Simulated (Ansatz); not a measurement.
Computed with Ansatz on PBE0-D4/def2-TZVP structures; ΔE is electronic, products minus reactants. CBS: MP2 limit from def2 TZ/QZ plus the TZ coupled-cluster correction, frozen cores. Functionals use def2-TZVPP. For Ge outer-core shells are correlated without core-valence functions, which leaves a few kJ/mol of doubt a bond. Scalar relativity is left out up to krypton. Each species was taken in one conformer, which may not be the lowest.

`[BH2][GeH2][BH]N` + `CB(C)Cl` → `BCB(C)Cl` + `N[BH][GeH3]`  (formal exchange of groups at a B–Ge bond)

Problem. Is it downhill or uphill in electronic energy at CCSD(T)/CBS, and by how much? (An estimate is asked.)

Solution. The calculation gave: Downhill: ΔE = -21.6 kJ/mol.

Problem. What do these levels give: r2SCAN-D4, PBE0-D4, PBE0, CCSD(T)/def2-TZVPP, MP2/def2-QZVPP, CCSD/CBS(def2)? (Estimate.)

Solution. Ansatz gave: r2SCAN-D4 -24.4, PBE0-D4 -24.3, PBE0 -23.0, CCSD(T)/def2-TZVPP -23.7, MP2/def2-QZVPP -26.2, CCSD/CBS(def2) -21.0 kJ/mol.

Largest T1 diagnostic among the species: 0.014.
